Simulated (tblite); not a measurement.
Compound: C2H10FN3Si.
Numbering: `[NH2:1][CH2:2][CH2:3][NH:4][Si@H:5]([NH2:6])[F:7]` (hydrogens: H8, H9 on N1; H10, H11 on C2; H12, H13 on C3; H14 on N4; H15 on Si5; H16, H17 on N6)

Computed geometry: GFN2-xTB, gas phase.

**Question.** Give the optimised bond lengths and angles.

**Answer.** 
```tsv
bond	length (Å)
N1–C2	1.449
C2–C3	1.543
C3–N4	1.439
N4–Si5	1.707
Si5–N6	1.714
Si5–F7	1.608
N1–H8, N1–H9	1.015
C2–H10	1.094
C2–H11	1.094
C3–H12	1.097
C3–H13	1.093
N4–H14	1.009
Si5–H15	1.465
N6–H16, N6–H17	1.005
```

Bonds in one row agree within 0.01 Å and their mean is given. A selection of angles:
```tsv
angle	degrees
C2–N1–H8	109.8
H8–N1–H9	107.5
N1–C2–C3	115.0
N1–C2–H10	107.5
N1–C2–H11	108.0
C3–C2–H10	109.1
C3–C2–H11	108.9
H10–C2–H11	108.2
C2–C3–N4	113.0
C2–C3–H12	108.6
C2–C3–H13	109.3
N4–C3–H12	109.7
N4–C3–H13	108.0
H12–C3–H13	108.1
C3–N4–Si5	126.7
C3–N4–H14	112.3
Si5–N4–H14	117.6
N4–Si5–N6	108.8
N4–Si5–F7	104.8
N4–Si5–H15	116.9
N6–Si5–F7	106.6
N6–Si5–H15	115.2
F7–Si5–H15	103.4
Si5–N6–H16	119.1
Si5–N6–H17	120.7
H16–N6–H17	110.6
```

Torsions: N1–C2–C3–N4 61° (synclinal); C2–C3–N4–Si5 -99° (anticlinal); C3–N4–Si5–N6 -65° (synclinal).

N4 (silicon-bound nitrogen) is almost planar (angles 126.7°, 117.6° and 112.3°, sum 356.5°, 0.14 Å off the plane of its three neighbours). Si5 (fluorine-bound silicon) is distorted tetrahedral (angles from 103.4° to 116.9°). N6 (silicon-bound nitrogen) has angles 120.7°, 119.1° and 110.6°, sum 350.4°, 0.21 Å off the plane of its three neighbours. N1 (primary amine nitrogen) is pyramidal (angles 110.2°, 109.8° and 107.5°, sum 327.4°, 0.38 Å off the plane of its three neighbours). Of the pairs four or more bonds apart, Si5···H8 is among the closest relative to their van der Waals radii: 3.08 Å, 93 % of the sum of Bondi's values.

Point group: C1 (no symmetry element, even within 0.4 Å). Its GFN2-xTB frequencies are all real (lowest 17 cm⁻¹). One conformer, not necessarily the lowest (H–N1–C2–C3 -60° and 58°, N1–C2–C3–N4 61°, C2–C3–N4–Si5 -99°, C3–N4–Si5–N6 -65°, N4–Si5–N6–H -163° and 54°).
